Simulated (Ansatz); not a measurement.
Start from `[CH3][Sn][NH2]` and change one atom or group to get `[CH3][Sn][F]`.

Ansatz, PBE0-D4/def2-TZVP geometries, multiplicity 1. Each molecule was computed in one conformer, which needn't be the lowest.

Elements past krypton have def2 core potentials.

```tsv
property	`[CH3][Sn][NH2]`
HOMO energy (B3LYP/def2-TZVPP) / eV	-6.00
LUMO energy (ωB97M-V/def2-TZVPP) / eV	0.03
ideal-gas entropy at 298 K and 1 bar (rigid rotor, harmonic PBE0-D4/def2-TZVP) / J/(mol·K)	329
size of the dipole moment (ωB97M-V/def2-TZVPP) / D	0.55
HOMO–LUMO gap (PBE/def2-TZVPP) / eV	2.81
LUMO energy (PBE/def2-TZVPP) / eV	-2.36
```

(1) Give the same properties after the change, and the shifts. (Best estimate.)

Results:

(1) The calculation gave: 
| property | `[CH3][Sn][F]` | shift |
| --- | --- | --- |
| HOMO energy (B3LYP/def2-TZVPP) / eV | -6.50 | -0.50 |
| LUMO energy (ωB97M-V/def2-TZVPP) / eV | -0.76 | -0.79 |
| ideal-gas entropy at 298 K and 1 bar (rigid rotor, harmonic PBE0-D4/def2-TZVP) / J/(mol·K) | 315 | -14 |
| size of the dipole moment (ωB97M-V/def2-TZVPP) / D | 2.76 | 2.21 |
| HOMO–LUMO gap (PBE/def2-TZVPP) / eV | 2.37 | -0.44 |
| LUMO energy (PBE/def2-TZVPP) / eV | -3.23 | -0.87 |

With PBE0 the HOMO falls by 0.50 eV and the LUMO falls by 0.84 eV, so the gap narrows by about 0.34 eV. PBE moves the HOMO by -0.43 eV and ωB97M-V by -0.50 eV. The zero-point energy changes by -62.4 kJ/mol with -6 modes. Dipoles are sizes alone; their direction can turn. Modes under 60 cm⁻¹, often nearly free rotors, make the harmonic entropy too high.

B3LYP here is the variant with VWN-RPA as its local correlation; programs differ in this.
